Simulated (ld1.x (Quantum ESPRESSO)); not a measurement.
## Reading a pseudo-wave (I)

Columns: radius, all-electron u(r) and pseudo u(r) of the 4d shell (level -54.87 eV) of iodine in the configuration [Kr] 4d10 5s2 5p4.5; PBE, scalar-relativistic, TM scheme, ld1.x (Quantum ESPRESSO) 7.5.

```
r (bohr)  all-electron   pseudo
   0.103        0.3994  -0.0126
   0.205        0.6076  -0.0915
   0.308        0.2372  -0.2710
   0.410       -0.2951  -0.5280
   0.513       -0.7375  -0.8046
   0.615       -1.0093  -1.0245
   0.718       -1.1299  -1.1462
   0.820       -1.1393  -1.1629
   0.923       -1.0800  -1.1014
   1.025       -0.9848  -0.9977
   1.128       -0.8736  -0.8787
   1.230       -0.7615  -0.7627
   1.332       -0.6552  -0.6553
   1.435       -0.5574  -0.5574
   1.538       -0.4707  -0.4707
   1.640       -0.3960  -0.3960
   1.743       -0.3311  -0.3311
   1.845       -0.2764  -0.2764
   1.948       -0.2296  -0.2296
   2.050       -0.1906  -0.1906
   2.153       -0.1576  -0.1576
   2.255       -0.1304  -0.1304
   2.358       -0.1075  -0.1075
   2.460       -0.0886  -0.0886
   2.562       -0.0730  -0.0730
   2.665       -0.0600  -0.0600
```

How many radial nodes do the two functions have?

The all-electron 4d function has n − l − 1 = 1; the pseudo-wave has 0, since the states of the same l below it are removed with the core.

At about which radius was the pseudo-wave matched?

1.45 bohr. The columns agree to 0.0005 from 1.33 bohr on; several derivatives are matched, so the curves merge somewhat inside the radius.

Is the pseudo-wave norm-conserving?

Yes: the TM scheme keeps the norm inside the radius equal to the all-electron one, which fixes the energy derivative of the logarithmic derivative at the level.
